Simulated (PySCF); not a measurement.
Bi(F)(OH)2 (BiFH2O2), SMILES [OH][Bi]([OH])[F].

The structure is a stationary point at B3LYP-D3(BJ)/def2-SVP. The geometry has at least one imaginary mode, so it is a saddle point at that level. The def2 effective core potentials stand for the cores of Bi; spin–orbit coupling is left out. Other conformers were not sampled.

Calculation: ωB97X/def2-TZVPD (PySCF).

Symmetry labels are those of the subgroup Cs that the program uses (full group Cs).

Computed valence orbital energies around the gap with their symmetry:
```json
[
 {"orbital": "HOMO−7", "symmetry": "A'", "energy (eV)": "-15.42"},
 {"orbital": "HOMO−6", "symmetry": "A'", "energy (eV)": "-13.78"},
 {"orbital": "HOMO−5", "symmetry": "A\"", "energy (eV)": "-13.67"},
 {"orbital": "HOMO−4", "symmetry": "A'", "energy (eV)": "-13.23"},
 {"orbital": "HOMO−3", "symmetry": "A'", "energy (eV)": "-12.04"},
 {"orbital": "HOMO−2", "symmetry": "A\"", "energy (eV)": "-11.99"},
 {"orbital": "HOMO−1", "symmetry": "A'", "energy (eV)": "-11.27"},
 {"orbital": "HOMO", "symmetry": "A\"", "energy (eV)": "-11.25"},
 {"orbital": "LUMO", "symmetry": "A'", "energy (eV)": "0.27"},
 {"orbital": "LUMO+1", "symmetry": "A\"", "energy (eV)": "0.72"},
 {"orbital": "LUMO+2", "symmetry": "A'", "energy (eV)": "0.91"},
 {"orbital": "LUMO+3", "symmetry": "A'", "energy (eV)": "1.64"}
]
```
